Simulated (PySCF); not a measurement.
Isomers of H4B2O. Isolated molecules, 0 K electronic values unless said otherwise. One relaxed conformer stands for each flexible species; it need not be the lowest. Strings in code marks are SMILES.

Quantity: electronic energy of isomers of H4B2O relative to `BOB`, in kcal/mol.

Level 1: B3LYP/3-21G // PBE-D3(BJ)/def2-TZVP (PySCF)
Level 2: B3LYP/6-311+G** // PBE-D3(BJ)/def2-TZVP (PySCF)
Level 3: M06-2X/6-31G* // PBE-D3(BJ)/def2-TZVP (PySCF)
Level 4: PBE/6-31G* // PBE-D3(BJ)/def2-TZVP (PySCF)

```tsv
species	level 1	level 2	level 3	level 4
`BBO`	45.5	32.6	40.6	38.9
```
